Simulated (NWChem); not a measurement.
# LiCl; SMILES [Li][Cl]

```xyz
2

Li     0.0000     0.0000    -1.7123
Cl     0.0000     0.0000     0.3427
```
Atoms are numbered in this order, from 1.

Structure relaxed at the B3LYP/6-31G* (spherical d) level. B3LYP is NWChem's, with the RPA form of VWN correlation.

 Unshifted, non-relativistic core excitations; the lowest 4 roots alone, so stronger bands may lie above.

Problem. List the first Cl K-edge excitations from B3LYP/6-311G** (spherical d), restricted-window TDA (NWChem).

Solution. 
| state | energy (eV) | dipole oscillator strength | leading excitation (squared amplitude) |
|---|---|---|---|
| S1 | 2758.1 | 0.0002 | 1s of atom 2 or its equivalents → LUMO (0.99) |
| S2 | 2759.7 | 0.0009 | 1s of atom 2 or its equivalents → LUMO+1 (0.95) |
| S3 | 2759.7 | 0.0009 | 1s of atom 2 or its equivalents → LUMO+2 (0.95) |
| S4 | 2760.5 | 0.0000 | 1s of atom 2 or its equivalents → LUMO+3 (0.97) |
